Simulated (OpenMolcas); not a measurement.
A calculation on Kr II.

```yaml
Program: OpenMolcas 26.06
Method: CASSCF
Basis: ANO-RCC-VQZP [7s6p4d2f1g]
Scalar_Hamiltonian: DKH2, point nucleus
Active_space: 7 electrons in 8 orbitals (4s 4p 5s 5p)
State_averaging: 2S+1 = 2 odd, 3 roots; 2S+1 = 2 even, 1 root
Spin-orbit_coupling: state interaction with AMFI integrals over the reference wave functions, term energies averaged over their components
```

(1) Which level of the active space comes out lowest?

(2) How high does 4s 4p⁶ ²S_1/2 lie?

(3) How high does 4s² 4p⁵ ²P°_1/2 lie?

Measured values: NIST Handbook of Basic Atomic Spectroscopic Data.

Answers

(1) 4s² 4p⁵ ²P°_3/2, with 100 % of that term; it is also the measured ground level.

(2) 143255 cm⁻¹ above the lowest level; measured 109000 cm⁻¹ above the ground level, so the calculation is off by +31 %.

(3) 5003 cm⁻¹ above the lowest level; measured 5370 cm⁻¹ above the ground level, so the calculation is off by -7 %.

Without dynamic correlation excited terms often stand tens of per cent too high (terms of higher spin than the ground term too low), and those without a measured partner can miss by more than the paired ones. Active for correlation alone: 5p 5s; no level in the range computed is led by a configuration that fills them, so any true level of that kind is missing. Measured partners are found by configuration, term and J. A level has none where our copy of the source lacks it or the pairing is in doubt (some pairs that miss far off the trend of their configuration count as doubtful), and it then counts in no deviation. Only configurations of the active space appear.

° marks odd parity.
